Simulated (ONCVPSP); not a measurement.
**Transferability test, ONCV potential for titanium**

Ti (Z = 22), optimised norm-conserving Vanderbilt (ONCV), made with ONCVPSP 4.0.1 (PBE, scalar-relativistic). Core [Ar], reference 3d2 4s1 (charge +1). Waves: 4s: rc 2.65 bohr, ncon 4, nbas 8, qcut 2 1/bohr, 2 projectors, debl 1.9 Ha; p scattering state at 0.13 Ha: rc 2.10 bohr, ncon 4, nbas 7, qcut 3.7 1/bohr, 2 projectors, debl 0.6 Ha; 3d: rc 1.70 bohr, ncon 4, nbas 8, qcut 10.5 1/bohr, 2 projectors, debl 3.3 Ha. Local part: polynomial inside 1.30 bohr (lpopt 5, dvloc0 3 Ha). Core correction: Teter function fitted to the true core (icmod 2), fcfact 0.65.

Energies are relative to the spin-unpolarised reference configuration 3d2 4s1; without spin polarisation the order of configurations can differ from experiment.

| valence configuration | charge | ΔE all-electron (eV) | error AE − PS (meV) |
| --- | --- | --- | --- |
| 3d2 4s2 | 0 | -7.347 | +2.3 |
| 3d2 4s0 | +2 | 13.572 | -3.6 |
| 3d2 4s0 4p2 | 0 | -1.059 | +2.6 |

Question: What are ΔE and the potential's error for 3d1 4s0?

Answer: ΔE = 40.520 eV all-electron; the error (AE − PS) is -329 meV.

Levels in the configuration 3d1 4s0:

```tsv
level	all-electron (eV)	pseudo (eV)
3d	-34.691	-35.447
```

Note: ghosts flagged at negative energy: p at -40.6 eV; GHOST(+) flagged for s at 22.3 eV. A true bound ghost makes a file unfit for plane-wave use.
